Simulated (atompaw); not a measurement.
Before and after: PAW (atompaw) potential for titanium (Ti)

* Element: titanium
* Generator: atompaw 4.2.0.5
* Type: PAW
* Functional: PBEsol
* Relativity: scalar-relativistic
* Frozen core: [Ar]
* Valence charge: 4
* Reference configuration: 3d2 4s1 4p0 (charge +1)
* Partial waves: 4s (bound): rc 2.35 bohr; 4s channel at 3.45 Ry: rc 2.35 bohr; 4p (bound, empty): rc 1.40 bohr; 4p channel at 0.4 Ry: rc 1.40 bohr; 3d (bound): rc 2.35 bohr; 3d channel at -0.5 Ry: rc 1.55 bohr
* Local potential: bessel scheme, radius 2.00 bohr
* Core correction: smooth core density matched at 1.30 bohr
* Augmentation charge: sinc compensation charge, radius 1.90 bohr; PAW radius 2.35 bohr; waves and projectors: custom rrkj gramschmidtortho

Change: wave 4s channel at 3.45 Ry: rc 2.35 bohr becomes 4s channel at -0.62 Ry: rc 2.35 bohr.

Cutoffs: the cutoffs (Ry, on a coarse ladder) from which the occupation-weighted sum of valence levels, in a spherical-Bessel basis at the reference potential, stays within 10 and 1 mRy of its value at 400 Ry; they do not see the model core or the augmentation charge, which bear on the density cutoff.

**Question.** What does the change do?

**Answer.** The potential gets neither clearly harder nor softer (15 Ry and 18 Ry → 15 Ry and 18 Ry); the bound ghosts move from p to p, s; the range in which the s phases agree widens (upper end 3.7 → at the end of the scan).

| quantity | base | changed |
| --- | --- | --- |
| cutoff, loose | 15 Ry | 15 Ry |
| cutoff, tight | 18 Ry | 18 Ry |
| bound ghosts | p | p, s |
| s: phases at 2.36 bohr within 0.05 rad from the reference energy up to (Ry; the scan ends near 5) | 3.7 | to the end of the scan |
| p: phases at 2.36 bohr within 0.05 rad from the reference energy up to (Ry; the scan ends near 5) | to the end of the scan | to the end of the scan |
| d: phases at 2.36 bohr within 0.05 rad from the reference energy up to (Ry; the scan ends near 5) | 1.5 | 1.5 |
| lowest overlap eigenvalue by channel | s 0.87, p 0.26, d 0.04 | s 0.59, p 0.26, d 0.04 |

Base: The cutoffs count occupied waves only; the empty 4p level needs 25 Ry at the loose tolerance. Changed file: The cutoffs count occupied waves only; the empty 4p level needs 25 Ry at the loose tolerance. A true bound ghost makes a file unfit for plane-wave use even where its test errors are small: the radial tests pick states by their node count and pass the ghost by. The cutoffs see the waves, projectors and local potential, not the compensation charge or the core.
